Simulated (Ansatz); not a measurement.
Consider the formal exchange of groups at the Na–F bond: `[F][Na]` + `ClC(Br)(Br)Br` → `[Na][Br]` + `FC(Cl)(Br)Br`.

Isolated molecules relaxed with PBE0-D4/def2-TZVP in Ansatz; ΔE leaves out vibrations. CCSD(T)/CBS is the MP2 limit (def2-TZVPP, def2-QZVPP) plus CCSD(T) − MP2 in def2-TZVPP, frozen cores. Functionals use def2-TZVPP. For Br, Na outer-core shells are correlated without core-valence functions, which leaves a few kJ/mol of doubt a bond. Scalar relativity is left out up to krypton.

`[F][Na]`:

```xyz
2

F     0.485   -0.814    0.159
Na   -0.485    0.814   -0.159
```

`ClC(Br)(Br)Br`:

```xyz
5

Cl   -1.294    1.137    0.494
C    -0.029    0.026    0.011
Br   -0.429   -0.693   -1.742
Br    0.084   -1.426    1.287
Br    1.667    0.957   -0.051
```

`[Na][Br]`:

Cartesian coordinates in Å:
```
Na -0.457 -1.064 -0.479
Br 0.457 1.064 0.479
```

`FC(Cl)(Br)Br`:

Cartesian coordinates in Å:
```
F -1.255 0.307 0.591
C -0.095 -0.007 0.019
Cl -0.342 -1.375 -1.048
Br 1.168 -0.456 1.417
Br 0.525 1.531 -0.980
```

```tsv
level	ΔE (eV)
r2SCANh-D4	-1.29
r2SCAN0	-1.35
MP2/def2-SVP	-1.24
HF/CBS(def2)	-1.66
```

**Question.** What does CCSD(T)/CBS give? (An estimate is asked.)

**Answer.** The calculation gave: -0.98 eV. The listed levels differ from it by -0.31, -0.37, -0.26, -0.68 eV.

**Question.** What do rigid-rotor, harmonic-oscillator terms from PBE0-D4/def2-TZVP frequencies (298.15 K, 1 bar) make of the CCSD(T)/CBS value? (Estimate.)

**Answer.** Computed: ΔZPE = +0.05 eV, ΔH = -0.95 eV, ΔS = 10 J/(mol·K), ΔG = -0.98 eV.

Largest T1 diagnostic among the species: 0.013.

At CCSD(T), def2-SVP lies −0.37 eV from the extrapolated value and def2-TZVPP −0.12 eV. From PBE to PBE0 (25 % exact exchange), in def2-TZVPP and without D4, ΔE moves by −0.15 eV.
